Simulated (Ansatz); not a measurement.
The lowest singlet and triplet of H2Sn (SMILES [SnH2]); geometries from B3LYP-D3(BJ)/def2-TZVP, each state relaxed from the structure named, with no frequency check.
Singlet (charge 0, multiplicity 1):
```xyz
3

Sn    -0.00013     0.04819     0.00000
H     -1.26196    -1.20820     0.00000
H      1.26857    -1.20127     0.00000
```

A positive gap puts the triplet lower; no zero-point energy. R- takes a restricted singlet. U- takes an unrestricted singlet (broken symmetry where lower, unprojected). The triplet is unrestricted in single-reference levels. Active spaces average the two states.

Cores are frozen in the correlated methods. Filled d and f shells under p-block atoms count as core.

Codes used: Ansatz (a program for electronic structure) with Gaussian orbitals. Each number belongs to the level named beside it. In def2 rows elements past Kr take small-core potentials, without spin–orbit coupling.

```csv
level,"gap E(singlet) − E(triplet), vertical, at the singlet's geometry (eV)"
R-HF/def2-SVP,-0.989
R-PBE/def2-TZVPP,-1.522
U-BHLYP/def2-TZVPP,-1.583
U-wB97X-V/def2-TZVPP,-1.683
R-MP2/def2-SVP,-1.292
U-SCS-MP2/def2-TZVPP (spin-contaminated),-1.412
U-CCSD(T)/def2-TZVPP (spin-contaminated),-1.428
R-CCSDT/def2-TZVPP,-1.427
"SC-NEVPT2 on SA-CASSCF(6,6)/def2-SVP",[?]
```

Problem. Some entries are withheld; supply them.

Solution. 
- SC-NEVPT2 on SA-CASSCF(6,6)/def2-SVP, gap E(singlet) − E(triplet), vertical, at the singlet's geometry (eV): -1.357

Doubts at one or more of the structures used: a restricted determinant that unrestricted orbitals would lower (R-HF/def2-SVP, R-MP2/def2-SVP, R-CCSDT/def2-TZVPP); T1 above 0.05 (U-CCSD(T)/def2-TZVPP (spin-contaminated)).
